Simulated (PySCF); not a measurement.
## Static response to an electric field

Species: C6H8F (charge +1).
SMILES with atom numbers: `[F:1][CH2:2][C@H:3]1[CH:4]=[CH:5][CH+:6][CH2:7]1` (hydrogens: H8, H9 on C2; H10 on C3; H11 on C4; H12 on C5; H13 on C6; H14, H15 on C7)

Structure used (GFN2-xTB), in Å, numbered top down from 1:
```xyz
15
C6H8F angstrom
F     -1.5864    0.3577    1.5014
C     -1.8254    0.2584    0.1674
C     -0.4746    0.0177   -0.5583
C      0.4502    1.1512   -0.4256
C      1.6580    0.7558    0.1093
C      1.6140   -0.6065    0.3593
C      0.3226   -1.1673   -0.0040
H     -2.5012   -0.5881    0.0149
H     -2.2935    1.1900   -0.1620
H     -0.7356   -0.1208   -1.6154
H      0.1856    2.1629   -0.6908
H      2.4959    1.4011    0.3080
H      2.4211   -1.1882    0.7774
H      0.4160   -2.0148   -0.6921
H     -0.1511   -1.6009    0.8885
```

Level: B3LYP/def2-SVPD (PySCF), static field, nuclei fixed, core orbitals frozen in the response. The polarisability tensor in these axes (au):

```
x   73.56 -1.93  5.04
y   -1.93 66.77 -4.24
z    5.04 -4.24 49.73
```

Question: Give the principal values, the mean and the anisotropy Δα = √{½[(α1 − α2)² + (α2 − α3)² + (α1 − α3)²]}.

Answer: Principal values 47.94, 66.63 and 75.49 au; mean 63.35 au = 9.39 Å³ = 10.45 × 10⁻⁴⁰ C²·m²/J; Δα = 24.36 au (38 % of the mean).

Question: Sum over states: ᾱ = Σ f/ω², ω in Eh. What share falls to these 8 lowest TDDFT singlets (eV, f)? 4.01, 0.0002; 4.26, 0.0515; 5.21, 0.1171; 5.62, 0.0324; 5.89, 0.0198; 6.02, 0.0064; 6.45, 0.0082; 6.83, 0.0610.

Answer: They add up to 7.73 au, 12.2 % of the 63.35 au; the largest single term is 3.19 au, from the state at 5.21 eV. Terms in order: 0.01, 2.11, 3.19, 0.76, 0.42, 0.13, 0.15, 0.97 au. Higher excitations give the rest. The strengths listed sum to 0.297.

Question: Along which axes do the principal values lie, and how far do the nuclei extend along each?

Answer: Largest value along (0.92, -0.32, 0.23), where the nuclei span 5.31 Å; middle along (0.35, 0.93, -0.13), 3.81 Å; least along (-0.17, 0.20, 0.96), 3.25 Å. The response follows the extents in order.

Question: Traceless (Buckingham) quadrupole moment about the centre of nuclear charge: eigenvalues?

Answer: -13.74, 2.91, 10.83 D·Å. The values depend on the origin, since the species is charged. The electronic extent ⟨r²⟩ about the same centre is 671 bohr², a root-mean-square distance of 1.90 Å for the 52 electrons.

Question: Rayleigh depolarisation ratio (linearly polarised light, static tensor)?

Answer: ρ = 3Δα²/(45ᾱ² + 4Δα²) = 1779.8/(180605 + 2373.0) = 0.00973.

One conformer (not necessarily the lowest) at the GFN2-xTB geometry, without solvent, vibrations or thermal averaging.
